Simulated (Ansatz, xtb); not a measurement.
Two isomers of C5H10Cl2

Structure X is `C[C@H](Cl)C(C)(C)Cl`, a singlet and structure Y is `CC[C@](C)(Cl)CCl`, a singlet. Both are isolated molecules in the gas phase, relaxed with B3LYP-D3(BJ)/def2-SVP, each in the lowest conformer that the search found.

Energies in hartree; the thermal terms are from GFN2-xTB frequencies at re-optimised GFN2-xTB minima (ideal gas, soft modes damped towards free rotors, one conformer each, 298.15 K, 1 atm) and include the zero-point energy:

```
                               X            Y
E, CCSD(T)/def2-SVP  −1114.850788  −1114.848077
    E, MP2/def2-SVP  −1114.735742  −1114.732720
  E, MP2/def2-TZVPP  −1115.530108  −1115.527510
  zero-point energy      0.139105      0.139595
       H(298 K) − E      0.149190      0.149569
       G(298 K) − E      0.105270      0.105439
```

Correct the CCSD(T) difference for the basis set by the MP2 change, then work out ΔE, ΔE₀, ΔH and ΔG for X → Y in kcal/mol (1 Eh = 627.51 kcal/mol) and the equilibrium ratio [Y]/[X].

1. Differences Y − X: CCSD(T) +0.002711, MP2 in the small set +0.003022, MP2 in the large set +0.002598 Eh.
2. ΔE = +0.002711 + (+0.002598 − (+0.003022)) = +0.002287 Eh = +1.44 kcal/mol.
3. ΔE₀ = ΔE + ΔZPE = +0.002287 + (+0.000490) Eh = +1.74 kcal/mol.
4. ΔH = ΔE + (+0.000379) Eh = +1.67 kcal/mol.
5. ΔG = ΔE + (+0.000169) Eh = +1.54 kcal/mol, so ΔS = (ΔH − ΔG)/T = +1.8 J/(mol K).
6. kT = 0.9442 mEh, so K = [Y]/[X] = exp(−ΔG/kT) = exp(−2.60) ≈ 0.074.

Structure X is favoured at this temperature. An error of 1 kcal/mol in ΔG would change K by a factor of 5.4. Mirror images and further conformers aren't counted.

As drawn, both hold the same kinds of bond in the same numbers. Structure X has 3 methyl groups, Y 2.

Other levels gave ΔE = +2.9 (GFN2-xTB); +1.0 (HF/STO-3G, GFN2-xTB geometries); +1.8 (r2SCAN-D4/def2-SVP, GFN2-xTB geometries); +1.4 (B3LYP-D3(BJ)/def2-SVP); +0.7 (HF/def2-SVP); +1.9 (MP2/def2-SVP); +1.7 (CCSD(T)/def2-SVP) kcal/mol. The correlated steps freeze 15 core orbitals. Programs: Ansatz 0.2.0, xtb 6.7.1.
